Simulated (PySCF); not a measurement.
PySCF input file for CH₈GeSi, SMILES [GeH3][SiH2]C, PBE/pcSseg-1. The structure is a stationary point at B3LYP-D3(BJ)/def2-SVP. This is a generated structure with no PubChem entry under its InChIKey; it may be hypothetical.

```python
import numpy as np
from pyscf import gto, scf, dft
from pyscf.prop.nmr import rks as nmr

mol = gto.M(
    atom='''
    Si    0.66268556   -1.14922030    0.00000000
    C    -0.79684782   -2.35053971    0.00000000
    Ge   -0.10481029    1.11855446   -0.00000000
    H     1.51541325   -1.36797152    1.20777133
    H     1.51541325   -1.36797153   -1.20777134
    H    -0.44492961   -3.39447903   -0.00000001
    H    -1.42583773   -2.20024493   -0.89154114
    H    -1.42583773   -2.20024493    0.89154113
    H     1.06926076    2.12181642    0.00000000
    H    -0.97303197    1.40383768   -1.24692394
    H    -0.97303197    1.40383768    1.24692394
    ''',
    basis='pcSseg-1',
    charge=0,
    spin=0,
    max_memory=1600,
    verbose=3,
)
mf = dft.RKS(mol, xc='pbe')
mf.grids.level = 3
mf.conv_tol = 1e-10
mf.max_cycle = 100
mf.kernel()
n = nmr.NMR(mf)
n.verbose = 2
n.max_cycle_cphf = 60
sigma = n.kernel()
print('atom   isotropic/ppm   span/ppm')
for i, s in enumerate(sigma):
    w = np.linalg.eigvalsh((s + s.T) / 2)
    print(f'{mol.atom_symbol(i):2s}{i + 1:3d} {w.mean():14.3f} {w[2] - w[0]:11.3f}')
```

Program output:

```
converged SCF energy = -2408.65145906752
atom   isotropic/ppm   span/ppm
Si  1        399.706      77.140
C   2        187.856       8.982
Ge  3       1622.292      32.752
H   4         27.022       8.900
H   5         27.022       8.900
H   6         30.602      12.978
H   7         30.909      11.083
H   8         30.909      11.083
H   9         27.584      17.252
H  10         27.654      16.646
H  11         27.654      16.646
```

The calculation finished and met its thresholds.

Cost: around 40 core-seconds (rough).
